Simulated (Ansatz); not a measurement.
Consider the ligand exchange at the Si–N bond: `N[SiH2]N` + `SS` → `N[SiH2]SS` + NH₃.

Calculated with Ansatz (gas phase, PBE0-D4/def2-TZVP geometries, no zero-point term in ΔE). CCSD(T)/CBS is the MP2 limit (def2-TZVPP, def2-QZVPP) plus CCSD(T) − MP2 in def2-TZVPP, frozen cores. This one scheme is used for every species. Functionals use def2-TZVPP. B3LYP here is the variant with VWN-RPA as its local correlation; programs differ in this. One conformer a species, not always the lowest.

CCSD(T)/CBS gives -12.0 kJ/mol.

Question: Another level gave -11.4 kJ/mol. Which?
A. B3LYP-D4/def2-TZVPP
B. CAM-B3LYP/def2-TZVPP
C. B2PLYP/def2-TZVPP
D. PBE-D4/def2-TZVPP

Answer: A. B3LYP-D4 -11.4, CAM-B3LYP 1.6, B2PLYP -6.3, PBE-D4 -21.2 kJ/mol.

Largest T1 diagnostic among the species: 0.012.

The D4 term adds −8.5 kJ/mol with B3LYP and −4.8 kJ/mol with PBE0; it sums over pairs of atoms, weighted by their polarisabilities, and B3LYP, whose exchange is more repulsive, gets the larger term. In def2-TZVPP, CCSD(T) changes the Hartree–Fock value by −16.4 kJ/mol (the triples alone add −4.3 kJ/mol) and MP2 by −20.1 kJ/mol. Leaving LDA and LC-ωPBE aside and taking each functional with its dispersion term where it has one, the values, not all of them listed here, spread over 18.6 kJ/mol, from revPBE-D4 to CAM-B3LYP-D4. LDA lies +3.1 kJ/mol from PBE without D4.
